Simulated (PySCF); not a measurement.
F3Si, SMILES F[Si](F)F, multiplicity 2.

Geometry optimised at r2SCAN-D4/def2-TZVP. The isomer is the one that the SMILES or the coordinates give; other isomers of the formula were not compared.

All values below come from PBE/def2-TZVPD in PySCF.

Computed frontier levels, dipole moment and polarisability:
The α spin, highest occupied and lowest empty level is -6.58 and -0.42 eV, the β spin, highest occupied and lowest empty level is -10.35 and -4.46 eV and the dipole moment is 1.03 D. The quadrupole, principal values (traceless, Buckingham form, about the centre of nuclear charge) is -1.40, -1.40, 2.79 D·Å and the mean static polarisability is 28.2 bohr³ (4.18 Å³). The polarisability, principal values is 25.9, 29.4, 29.4 bohr³ and the ⟨S²⟩ is 0.751 (pure state 0.75).
